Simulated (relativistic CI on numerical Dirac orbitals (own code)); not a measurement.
Sensitivity of the levels of Xe XV to α and to the nuclear radius

Calculated at this level of theory: Dirac-Coulomb-Breit CI, separate exchange-only KLI orbitals for each configuration, derivatives by finite differences, unscaled Slater integrals, QED left out (own radial code, finite nucleus).

CI space (outside the closed core [Ar] 3d10 4s2): 4p6 4d4, 4p5 4d5, 4p6 4d3 4f, 4p6 4d2 5s2, 4p6 4d 4f 5s2. Double excitations out of closed p, d and f shells are left out; levels of such configurations are missing from the list, as are those of other unlisted configurations, and high levels can miss mixing partners.

With x = (α/α₀)² − 1 an excitation energy changes as ω = ω₀ + qx; K = 2q/ω₀ is the relative enhancement. Terms are leading LS components, so labels can repeat. The field-shift factor is F = δν/δ⟨r²⟩ for the transition from the lowest level.

Lowest level 4p6 4d4 5D_0.

```csv
Level,ω₀ (cm⁻¹),q (cm⁻¹),F (GHz/fm²)
4p6 4d4 5D_1,6878.2,13210,0.14
4p6 4d4 5D_2,13712.9,21950,0.24
4p6 4d4 5D_3,19644.8,26680,0.302
4p6 4d4 5D_4,24397.5,26900,0.319
4p6 4d4 3P_0,40268.3,17830,0.291
4p6 4d4 3H_4,42981.7,17050,0.291
4p6 4d4 3G_3,52104.0,20050,0.348
4p6 4d4 3H_5,52815.5,26750,0.409
4p6 4d4 3P_1,54563.5,27740,0.426
4p6 4d4 3F_2,54664.6,20370,0.36
4p6 4d4 3H_6,57302.9,29100,0.444
4p6 4d4 3G_4,62817.2,34650,0.512
4p6 4d4 3P_2,67135.4,30320,0.488
4p6 4d4 3F_4,67370.6,33270,0.515
4p6 4d4 3F_3,70354.0,34410,0.534
4p6 4d4 3D_3,74676.4,32310,0.53
4p6 4d4 3G_5,76913.0,45690,0.656
4p6 4d4 3P_2,80013.8,37560,0.597
4p6 4d4 1I_6,81401.7,43090,0.647
4p6 4d4 3D_1,83341.8,40420,0.63
4p6 4d4 1G_4,93543.6,48550,0.736
4p6 4d4 1S_0,96178.0,44120,0.708
4p6 4d4 1D_2,98029.3,40170,0.677
```

At this charge energies of transitions that change n are usually good to better than 1 %, and those within a shell (Δn = 0) to a few per cent. Terms inside the open d or f shell come out 10 to 20 % too wide with unscaled integrals. Levels and lines within the n = 5 or 6 shells can be off by up to 10 % or somewhat more, and those that change n by about 2 %, since core polarisation is missing.

Q: Which transition from the lowest level has the largest |K|?

A: 4p6 4d4 5D_1 at 6878.2 cm⁻¹, K = 3.84.
